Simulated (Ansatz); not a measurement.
CH₇BN₂O (`NBOCN`), relaxed with RKS PBE-D4/def2-SVP in Ansatz 0.2.0 from a rough embedded geometry. The force threshold is 0.03 eV/Å; the program also tests the step.

Total charge 0; spin multiplicity 1.

Start:

```xyz
12

N    -0.068    1.573   -1.797
B     0.782    1.106   -0.688
O     0.178    0.744    0.615
C    -0.127   -0.732    0.540
N    -0.710   -1.055    1.859
H    -0.023    0.958   -2.621
H    -1.090    1.561   -1.499
H     1.936    1.003   -0.866
H    -0.837   -0.875   -0.271
H     0.821   -1.274    0.376
H    -0.905   -2.058    1.790
H     0.044   -0.951    2.561
```

Task: By how much does the energy fall, and how many steps does the optimiser take? (Estimate.)

Result: Computed: 30.86 kcal/mol, in 22 steps, 1 of them rejected.

Task: Which bonds change most? (Best estimate.)

Result: The calculation gave: B2–O3 from 1.481 to 1.374 Å; O3–C4 from 1.509 to 1.427 Å; N1–B2 from 1.473 to 1.409 Å; B2–H8 from 1.172 to 1.226 Å.

Task: Give the relaxed structure. (An estimate is asked.)

Result: Computed: 
```xyz
12

N    -0.053    1.787   -1.705
B     0.367    0.741   -0.859
O    -0.540   -0.219   -0.480
C    -0.168   -1.203    0.484
N    -0.408   -0.753    1.828
H     0.575    2.514   -2.040
H    -1.017    1.873   -2.028
H     1.533    0.700   -0.481
H    -0.800   -2.094    0.283
H     0.896   -1.487    0.293
H    -0.818   -1.475    2.425
H     0.434   -0.385    2.281
```
